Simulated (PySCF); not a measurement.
Precursor series Zr Cl-F. Gas-phase values, no solvent. In the def2 sets, heavy atoms carry core potentials. All members: neutral, multiplicity 1. Level: TPSSh-D3(BJ)/def2-TZVP // r2SCAN-D4/def2-SVP (PySCF), beside PBE-D3(BJ)/def2-TZVP // r2SCAN-D4/def2-SVP (PySCF) at the same geometries.  Orbital energies are measured against the vacuum level.

```csv
species,"HOMO, PBE (eV)","HOMO, TPSSh-D3(BJ) (eV)"
[Zr(F)4],-10.15,-11.07
[Zr(Cl)(F)3],-8.54,-9.22
[Zr(Cl)2(F)2],-8.39,withheld
[Zr(Cl)4],-8.34,-9.01
[Zr(Cl)3(F)],-8.32,-8.99
```

### Question
Fit y = a + b·x, y being the HOMO at the first level, to the 4 complete rows by least squares, with x = the PBE value in eV. Give a, b and the rms residual, and predict the withheld value.

### Answer
Means of the 4 rows: x̄ = -8.8375, ȳ = -9.5725 eV. Σ(x − x̄)² = 2.3265 and Σ(x − x̄)(y − ȳ) = 2.6516, so b = 1.140 and a = ȳ − b·x̄ = 0.502 eV. The rms residual is 0.008 eV. At x = -8.39 the line gives -9.06 eV. The run for [Zr(Cl)2(F)2] gave -9.06 eV, so the line is off by 0.00 eV, within twice the rms residual.

Codes: PySCF.
